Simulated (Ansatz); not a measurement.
## Four-centre ligand exchange

Start structure (SiNH$_{6}$OF, singlet), relaxed at PBE0-D4/def2-TZVP:

```xyz
10
angstrom
Si -0.6687 0.3749 -0.6950
N 0.0844 -1.0651 -0.0229
H -0.8786 0.2948 -2.1585
H -1.9630 0.4694 0.0259
O 0.3334 1.6370 -0.4524
H 0.8468 -0.3584 1.2648
F 1.2346 0.2628 1.8975
H -0.5512 -1.7828 0.3003
H 0.8123 -1.4976 -0.5780
H 0.7499 1.6650 0.4188
```

The step: SiNH₅O ([NH2][SiH2][OH]) + HF → SiH₃OF ([OH][SiH2][F]) + NH₃; bonds formed: Si1–F7, N2–H6; bonds broken: Si1–N2, H6–F7. Program: Ansatz 0.2.0. Basis: def2-TZVPP and def2-QZVPP. Cores are frozen in the correlated methods. Extrapolation: Hartree–Fock as exp(−7.88 √X), correlation as X^−2.97. Energies below are by CCSD(T) at an estimated basis limit (MP2 extrapolated from triple and quadruple zeta, plus CCSD(T) − MP2 in triple zeta).

Task: What are the electronic barrier and the energy of the step, from the start structure to the end structure? (To be estimated.)

Result: Computed: Barrier 0.682 eV; step energy -0.591 eV (downhill); reverse barrier, their difference, 1.273 eV. Barrier and step energy count from the start structure, the reverse barrier from the end structure.

The saddle point: One imaginary mode of 443i cm⁻¹.
```
  pair  start (Å)  saddle (Å)  end (Å)
Si1–F7       3.22        2.22     1.61
 N2–H6       1.65        1.13     1.01
Si1–N2       1.76        1.86     2.71
 H6–F7       0.97        1.32     2.92
```

Zero-point energy (harmonic, PBE0-D4): ZPE is 1.949 eV at the start and 1.932 eV at the saddle, so the barrier goes from 0.682 to 0.665 eV.

First-order rate constant out of the start structure at 298 K by transition-state theory, with harmonic vibrational free energies alone and no tunnelling: ΔA‡ = 0.702 eV, so k = (kB T/h) exp(−ΔA‡/kB T) ≈ 10^1 s⁻¹ (an order of magnitude at best: rotation, the number of equivalent paths and anharmonicity are left out).

No T1 diagnostic of these runs exceeds 0.013.

Steps of this kind, hydrogen fluoride cutting a network bond, underlie vapour etching and the fluorination step of atomic layer etching.

Labels in which every atom is bracketed show which atoms are joined, not bond orders.

For scale, one of the runs: CCSD(T)/def2-TZVPP, 219 basis functions, launched by `ansatz run in.yaml --threads 4 --pin off --events-out ev --progress --plain --max-ram 9574MiB`. The run took 100 s on 4 CPU threads of an Intel Xeon (shared host), with 3.5 GiB of host memory at its peak.
